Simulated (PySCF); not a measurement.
NbSFCl2, SMILES [F][Nb](=[S])([Cl])[Cl], multiplicity 1. Atoms are numbered in the order given.

```xyz
5

Nb    -0.2152    -0.0438     0.0000
S      0.7246    -1.9740     0.0000
F     -2.0570    -0.3106     0.0000
Cl     0.4630     1.0639    -1.8836
Cl     0.4630     1.0639     1.8836
```

Coordinates come from a PBE-D3(BJ)/def2-SVP optimisation. The multiplicity is an assumed one; no other spin state was optimised. The structure was generated by enumeration; whether it is a known compound was not checked. The def2 effective core potentials stand for the cores of Nb; spin–orbit coupling is left out.

The numbers are results of PySCF with PBE/def2-TZVP, not measurements.

Task: Estimate the frontier levels, gap, dipole moment and polarisability. (The exact figures need the calculation; the answer reports its results.)

Result: 
The highest occupied level comes out as -7.31 eV. The lowest empty level comes out as -4.08 eV and the orbital gap is 3.23 eV. The dipole moment is 0.78 D and the quadrupole, principal values (traceless, Buckingham form, about the centre of nuclear charge) comes out as -1.55, 0.24, 1.31 D·Å. The mean static polarisability is 86.5 bohr³ (12.82 Å³) and the polarisability, principal values comes out as 66.6, 90.5, 102.5 bohr³.
